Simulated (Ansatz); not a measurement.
`F[SiH](F)[S][GeH3]` + H₂Se → `F[SiH](F)[SeH]` + `[SH][GeH3]`  (ligand exchange at the Si–S bond)

Computed with Ansatz on PBE0-D4/def2-TZVP structures; ΔE is electronic, products minus reactants. CCSD(T)/CBS adds triple-zeta CCSD(T) − MP2 to the extrapolated MP2 energy (def2 sets, frozen cores). Functionals use def2-TZVPP. B3LYP here is the variant with VWN-RPA as its local correlation; programs differ in this. For Ge, Se outer-core shells are correlated without core-valence functions, which leaves a few kJ/mol of doubt a bond. Scalar relativity is left out up to krypton. One conformer a species, not always the lowest.

| level | ΔE (eV) |
| --- | --- |
| PBE0-D4 | 0.13 |
| ωB97X-V | 0.14 |
| B2PLYP | 0.10 |
| PBE0 | 0.09 |
| B3LYP | 0.08 |
| HF/def2-QZVPP | 0.08 |
| HF/CBS(def2) | 0.08 |
| CCSD/CBS(def2) | 0.11 |

What does CCSD(T)/CBS give? (Best estimate.)

Ansatz gave: +0.12 eV. The listed levels differ from it by 0.01, 0.02, -0.02, -0.03, -0.04, -0.04, -0.04, -0.01 eV.

Largest T1 diagnostic among the species: 0.012.

The D4 term adds +0.06 eV with B3LYP and +0.03 eV with PBE0; it sums over pairs of atoms, weighted by their polarisabilities, and B3LYP, whose exchange is more repulsive, gets the larger term. In def2-TZVPP, CCSD(T) changes the Hartree–Fock value by +0.05 eV (the triples alone add +0.01 eV) and MP2 by +0.05 eV.
